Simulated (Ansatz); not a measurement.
A run for Ansatz (a first-principles code): U-wB97M-V/def2-TZVPP on NbO, 2S+1 = 4, a spin state set in the input, which need not be the lowest, a point of a bond scan (R = 1.677 Å). Elements past Kr take the def2 small-core potentials; no spin–orbit coupling.

Ansatz 0.2 input:
```yaml
crystal:
  periodic: [false, false, false]
  atoms:
    - {symbol: Nb, position_ang: [0.00000000, 0.00000000, 0.00000000]}
    - {symbol: O, position_ang: [0.00000000, 0.00000000, 1.67714200]}
basis:
  gaussian:
    orbitals: def2-TZVPP
    pivot_positions_ang: [[0.00000000, 0.00000000, 0.00000000], [0.00000000, 0.00000000, 1.67714200]]
hamiltonian:
  xc: {name: wB97M-V}
magnetization: {spin_polarized: true, initial_magnetization: 3}
output: {forces: true, orbitals: {seedname: ./end}}
```

The head of its log:

```
WARN ansatz: RAYON_NUM_THREADS=1 ignored (pool sized by the plan → 1); use --threads N
Functional definition: wB97M-V
integrals: 0.03 GiB planned
495 factors; their error is unknown
integrals: 0.06 GiB planned
126 factors; integrals over basis functions are off by at most 2.9e-5 eV
mean field: 0.44 GiB planned
mean field evaluation 1: about -3586.6531 eV, gradient 4.5e1 eV
mean field evaluation 2: about -3541.5091 eV, gradient 1.2e2 eV
```

Question: What total energy does the run end on?

Answer: -132.0858 hartree.
